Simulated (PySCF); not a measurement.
**Polarisability and C₆ of Ne²⁺ (neon, charge +2)**

[He] 2s2 2p4, high-spin 3P determinant. Computed with PySCF 2.14 in dyall-av3z (15s9p3d2f, 71 functions), with the non-relativistic Hamiltonian (point nucleus). Coupled (time-dependent) response in atomic units; α is the mean over directions.

```json
{"method": "UHF", "mean α (bohr³)": "0.8296", "α xx, yy, zz": "0.9041, 0.6808, 0.9041", "C₆ (like pair)": "1.033", "S(−4)": "0.3605"}
{"method": "PBE", "mean α (bohr³)": "0.8689", "α xx, yy, zz": "0.9349, 0.7369, 0.9349", "C₆ (like pair)": "1.105", "S(−4)": "0.3897"}
{"method": "PBE0", "mean α (bohr³)": "0.8546", "α xx, yy, zz": "0.9226, 0.7187, 0.9226", "C₆ (like pair)": "1.080", "S(−4)": "0.3770"}
{"method": "wB97X", "mean α (bohr³)": "0.8577", "α xx, yy, zz": "0.9260, 0.7211, 0.9260", "C₆ (like pair)": "1.086", "S(−4)": "0.3800"}
{"method": "B97-3", "mean α (bohr³)": "0.8505", "α xx, yy, zz": "0.9177, 0.7160, 0.9177", "C₆ (like pair)": "1.074", "S(−4)": "0.3716"}
```

S(−4) is the Cauchy moment in α(ω) = α(0) + S(−4) ω² + …

α(iu) at wB97X:

```tsv
u (hartree)	α(iu) (bohr³)
0	0.8577
0.0500	0.8568
0.100	0.8539
0.200	0.8430
0.300	0.8260
0.500	0.7793
0.750	0.7105
1.00	0.6413
1.50	0.5186
2.00	0.4203
3.00	0.2844
5.00	0.1493
```

For an ion, C₆ is the dispersion term alone; charge-induced terms of lower order in 1/R come first.

The components differ because the open shell of this determinant is not spherical; for a pure term their mean is the scalar polarisability.
